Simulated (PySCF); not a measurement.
C₅H₈OSi.
SMILES with atom numbers: `[SiH3:1][O:2][C:3]1=[CH:4][CH:5]=[CH:6][CH2:7]1`

Cartesian coordinates in Å at the GFN2-xTB level; atoms count from 1:
```
atom  x, y, z in Å
Si1   -2.637    0.225    0.375
O2    -1.386   -0.549   -0.315
C3    -0.058   -0.397   -0.244
C4     0.873   -1.132   -0.881
C5     2.180   -0.628   -0.524
C6     2.058    0.402    0.324
C7     0.610    0.657    0.590
H8    -3.732   -0.535   -0.202
H9    -2.562    0.135    1.836
H10   -2.642    1.642    0.002
H11    0.693   -1.955   -1.546
H12    3.097   -1.045   -0.900
H13    2.845    0.983    0.766
H14    0.300    1.658    0.283
H15    0.355    0.545    1.645
```

NICS = −σ at a ghost point: NICS(0) at the centroid of the ring atoms, NICS(1) 1 Å to either side along the normal of their mean plane, zz for the tensor component along that normal. Level: GIAO PBE0/pcSseg-1 (PySCF, non-relativistic, gas phase) on the GFN2-xTB geometry, one conformer.

Ring bond lengths (Å), with Mayer bond orders in brackets: C3–C4 1.346 (1.71), C4–C5 1.446 (1.10), C5–C6 1.340 (1.77), C6–C7 1.494 (1.05), C7–C3 1.500 (1.07).

What do the NICS probes read (ppm)?

```csv
ring,type,NICS(0),"NICS(1), two faces","NICS(1)zz, two faces",rms pucker (Å),"centre to ring atoms, mean (Å)"
C3–C4–C5–C6–C7,"5-membered carbocycle; formal bonds 2 double, 3 single",-3.5,-4.8 / -4.8,-8.7 / -8.7,0.00,1.21
```

What can be read from them?

- C3–C4–C5–C6–C7: mean NICS(1)zz -8.7 ppm, shielded. C7 has four or more neighbours, so the value isn't read as a sign of a π ring current.

At the second NICS(1) probe listed for ring C3–C4–C5–C6–C7, 1 Å off the ring, how large is the induced field along the normal in 7.05 T applied along it?

NICSzz × B0 = -8.7 ppm × 7.05 T = -61 μT, against the applied field.

Give the inner angles of the rings and the Hirshfeld charges of the ring atoms.

- C3–C4–C5–C6–C7: C3 109.8° (+0.080 e), C4 108.5° (-0.096 e), C5 110.0° (-0.059 e), C6 109.4° (-0.071 e), C7 102.3° (-0.080 e); sum 540.0° against 540° for a flat convex ring.
